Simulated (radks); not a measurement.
Values are calculated unless marked as measured or tabulated.
Problem. The gadolinium ion Gd5+ is in [Xe] 4f(5/2: 5, 7/2: 0). Level of theory: Dirac Kohn-Sham, relativistic LDA (MacDonald-Vosko exchange, VWN5 correlation), spin-unpolarised, spherical densities, finite nucleus; Fermi nuclear charge, rms radius of each element as measured or else 0.836 A^(1/3) + 0.57 fm (a radial shooting solver on a logarithmic mesh with Libxc functionals). Sub-shells are occupied by j as written (lower j first in brackets). One electron is removed from 4f5/2, 5s1/2, 5p3/2, 5p1/2 in turn, with full relaxation. Which removal costs least, and what does each cost?

Solution. 4f5/2 88.518 eV; 5p3/2 89.648 eV; 5p1/2 95.458 eV; 5s1/2 117.05 eV. The 4f5/2 electron leaves first.
